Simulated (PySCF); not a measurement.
# Calculated NMR data

Calculated, not measured (PySCF 2.14): shieldings: GIAO PBE0/pcSseg-1, spin–spin couplings from B3LYP/pcJ-1 (spin–dipole term left out of most H,H and C,H couplings), structure optimised with GFN2-xTB. One computed conformer, in vacuum, averaged over atoms made equivalent by symmetry, fast rotation or ring inversion, non-relativistic.

Referencing at the same level of theory: ¹H (σ = 31.72 ppm), ¹³C (σ = 186.93 ppm) vs TMS. Multiplet labels drop J under 1 Hz and among equivalent protons, and merge close values. Unscaled 3J(H,H) run several per cent high. Where no couplings were computed, multiplicities follow the n + 1 count of equivalent neighbours, and m marks all less simple cases (inequivalent or close neighbours, rings, F or P nearby). Shifts are as computed. Against solution values, carbons near 30 ppm lie about +3 ppm off and those near 130 ppm about +5 ppm; carbons on Cl a further +6 ppm. Of 1211 compounds with measured shifts, 218 miss one by over three times the rms of a fit or turn the order of signals round; such compounds aren't used in these exercises. Across acyclic CH2–CH2 and CH–CH2 bonds, 3J(H,H) assumes equally populated rotamers. Carbons bonded to Cl come out too deshielded.

**1.** succinonitrile, C4H4N2. ¹H NMR (500 MHz, computed): δ 2.58 (s, 4H). ¹³C{¹H} NMR (computed): δ 121.4, 16.4.

**2.** SMILES C1(CCCl)=CC/1=C\C#N, C7H6ClN. ¹H NMR (500 MHz, computed): δ 8.04 (s, 1H), 4.38 (s, 1H), 3.93 (t, 2H), 3.08 (t, 2H). ¹³C{¹H} NMR (computed): δ 153.9 (C), 138.9 (C), 137.3 (CH), 122.8 (C), 55.7 (CH), 46.6 (CH2), 34.1 (CH2).
